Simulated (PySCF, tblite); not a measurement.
Isomers of C4H8Si, one GFN2-xTB conformer each. Single-point energies are computed at PBE0/pcSseg-1 (PySCF, gas phase, no added dispersion term), electronic only.

| SMILES | GFN2-xTB relative energy (kcal/mol) |
| --- | --- |
| CC1=CC[SiH2]1 | 0.0 |
| C#C[SiH](C)C | 17.2 |
| C=C[SiH]1CC1 | 28.5 |

Conformers: `[CH2:1]=[CH:2][SiH:3]1[CH2:4][CH2:5]1` with C1–C2–Si3–C4 -26°.

Q: What does PBE0/pcSseg-1 give for the same structures?

A: 
```
       SMILES  PBE0/pcSseg-1 E (Eh)  PBE0/pcSseg-1 (kcal/mol)  GFN2-xTB (kcal/mol)  point group
 C#C[SiH](C)C            -446.34086                       0.0                 17.2           Cs
CC1=CC[SiH2]1            -446.34033                       0.3                  0.0           Cs
 C=C[SiH]1CC1            -446.31862                      14.0                 28.5            –
```

GFN2-xTB puts CC1=CC[SiH2]1 lowest instead; measured from each level's own lowest isomer, the values differ by up to 17.2 kcal/mol (C#C[SiH](C)C: 17.2 against 0.0). As drawn, the lowest has a C≡C bond, which the highest lacks; the highest has a three-membered ring and a C=C bond outside aromatic rings, which the lowest lacks. Neighbours under 2.5 kcal/mol apart (C#C[SiH](C)C and CC1=CC[SiH2]1) can change places with a better method, another conformer or zero-point energy.

Q: Which frontier levels, dipoles and rotational constants go with these structures?

A: 
```csv
SMILES,"HOMO (eV, PBE0/pcSseg-1)",LUMO (eV),dipole (D),"A, B, C (MHz)"
C#C[SiH](C)C,-7.99,0.34,0.57,"5195, 2731, 2023"
CC1=CC[SiH2]1,-7.13,0.28,0.20,"6631, 3495, 2421"
C=C[SiH]1CC1,-6.49,-0.73,0.55,"7653, 2700, 2377"
```

Q: What happens when harmonic zero-point energies from GFN2-xTB frequencies are added?

A: 
| SMILES | ZPE (kcal/mol) | electronic (kcal/mol) | with ZPE (kcal/mol) |
| --- | --- | --- | --- |
| C#C[SiH](C)C | 62.8 | 0.0 | 0.0 |
| CC1=CC[SiH2]1 | 63.5 | 0.3 | 1.0 |
| C=C[SiH]1CC1 | 64.4 | 14.0 | 15.5 |

The zero-point energies span 1.6 kcal/mol. The order is unchanged.

Q: As an exercise, what shares would exp(−E/RT) give at 500 K from these electronic energies alone (no entropy, no degeneracies)?

A: RT = 0.994 kcal/mol: C#C[SiH](C)C 58.3 %, CC1=CC[SiH2]1 41.7 %, C=C[SiH]1CC1 under 0.1 %.
